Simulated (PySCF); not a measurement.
IS₂⁻, singlet: molecular constants

These are results of PySCF, PBE0, basis I def2-TZVPD with ECP28, S def2-TZVPD (scalar-relativistic core potentials, no spin–orbit coupling, density fitting), not measurements.

The structure is a minimum.

```json
{"Point group": "C2v", "Bond lengths": "I–S 2.335 Å (×2)", "Bond angles": "S–I–S 114.7°", "Highest occupied level": "-1.20 eV", "Heat capacity Cp at 298.15 K": "54.1 J/(mol K)", "Rotational symmetry number": "2", "Principal polarisabilities": "79.6, 91.3, 156.8 bohr³", "Zero-point energy": "5.3 kJ/mol", "Enthalpy at 298.15 K above 0 K": "13.46 kJ/mol", "Lowest empty level": "2.07 eV", "Dipole moment about the centre of mass": "4.37 D", "Entropy at 298.15 K and 1 bar": "302.7 J/(mol K)", "Principal quadrupole moments (Buckingham, traceless) about the centre of mass": "-17.81, 8.31, 9.50 D Å", "Rotational constants": "0.2495, 0.06822, 0.05357 cm⁻¹"}
```

Harmonic modes (masses in u: I 126.904, S 31.972):
```tsv
symmetry	ω (cm⁻¹)	IR (km/mol)	μ (u)
a1	129	5.4	37.27
b2	374	93.7	39.81
a1	375	3.9	35.86
```

In C2v the vibrations span 2a1 + b2. Here b1 is antisymmetric to the molecular plane and b2 lies in it.

Charges (e); Mulliken and Löwdin values are unreliable with diffuse functions:
```json
{"atom": "I1", "Mulliken": "0.41", "Löwdin": "0.17", "polar tensor": "0.44", "Mayer order to I1": "–"}
{"atom": "S2,3", "Mulliken": "-0.71", "Löwdin": "-0.59", "polar tensor": "-0.72", "Mayer order to I1": "1.11"}
```

Mulliken populations on I1 (electrons outside its core potential): s 3.92, p 10.30, d 10.33, f 0.04.

Outer orbital energies (eV). occupied: -11.94, -6.06, -5.64, -5.14, -2.31, -2.29, -2.13, -1.20; empty: 2.07, 2.81, 3.40, 3.68.

Counting electrons, iodine keeps 4 of its valence electrons outside its bonds, so the VSEPR class is AX2E2 and the expected shape is bent (C2v), as computed.

This need not be the most stable arrangement of these atoms. The lowest empty level of this anion is unbound, so it and the gap depend on the basis.

The final relaxation and frequency run took of the order of 110 core-seconds on a shared host.
